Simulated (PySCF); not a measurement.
GaH2, multiplicity 2. Atoms are numbered in the order given.

```xyz
3

Ga     0.0000     0.0000     0.0485
H      0.0000    -1.3863    -0.7523
H      0.0000     1.3863    -0.7523
```
Charge 0, spin multiplicity 2.

The structure is a stationary point at B3LYP-D3(BJ)/def2-TZVPD. The multiplicity is an assumed one; other spin states were not compared. The isomer is the one that the SMILES or the coordinates give; other isomers of the formula were not compared.

Level of theory: TDA-PBE0/def2-TZVPD run with PySCF.

Vertical excitations. 

Task: Estimate the UV-visible absorptions. (An estimate is asked for; the answer gives what the named calculation found.)

Result: 
```csv
state,energy (eV),λ (nm),f,main pairs
root 1,1.87,664,0.012,α HOMO→LUMO 99 %
root 2,4.26,291,0.008,β HOMO→LUMO 95 %
root 3,4.70,264,0.000,"α HOMO−1→LUMO 42 %, β HOMO→LUMO+1 57 %"
root 4,4.71,263,0.092,α HOMO→LUMO+1 95 %
root 5,5.23,237,0.000,"α HOMO−1→LUMO 58 %, β HOMO→LUMO+1 42 %"
root 6,5.38,231,0.032,α HOMO→LUMO+2 94 %
root 7,5.53,224,0.154,α HOMO→LUMO+3 95 %
root 8,6.36,195,0.093,α HOMO→LUMO+4 95 %
root 9,6.37,195,0.097,α HOMO→LUMO+5 97 %
root 10,6.39,194,0.000,α HOMO→LUMO+6 99 %
```
Unrestricted roots are not spin-pure.
